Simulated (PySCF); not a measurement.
HAl, charge +1, doublet, at a GFN2-xTB geometry (such geometries of metal compounds can be far from the true shape) (a state made from the parent by changing its charge; the spin is typed, not shown lowest). Base run: PBE0/def2-SV(P) (PySCF).

PySCF was given this input:
```python
from pyscf import gto, scf, dft

mol = gto.M(
    atom='''
Al   -0.000000   -0.000000   -0.111881
H     0.000000    0.000000    1.454449
''',
    basis='def2-sv(p)',
    charge=1,
    spin=1,
    verbose=4,
)

mf = dft.UKS(mol)
mf.xc = 'pbe0'
mf.kernel()
mf.analyze()
```

Each row names what was changed in the base input (with any setting that the change needs).

| change | ΔE vs base (mEh) | grid points | electrons on the grid |
|---|---|---|---|
| base | 0.000 | 28992 | 13.00000 |
| grids.prune = dft.gen_grid.sg1_prune | -0.002 | 10712 | 12.99999 |
| grids.radi_method = gauss_chebyshev | 0.000 | 27824 | 13.00000 |
| grids.prune = dft.gen_grid.treutler_prune | 0.000 | 26648 | 13.00000 |
| grids.level = 5 | 0.000 | 66592 | 13.00000 |
| grids.atom_grid = (30, 110) | 0.335 | 4896 | 13.00002 |
| grids.level = 4 | 0.000 | 44400 | 13.00000 |
| grids.level = 7 | 0.000 | 136184 | 13.00000 |
| grids.atom_grid = (99, 590) | 0.000 | 62920 | 13.00000 |
| grids.prune = off | 0.000 | 49824 | 13.00000 |
| grids.level = 0 | 33.720 | 2248 | 12.99285 |

Open shells are given as the SCF converged; they aren't shown to be the lowest states, and a large step between rows can be another state.
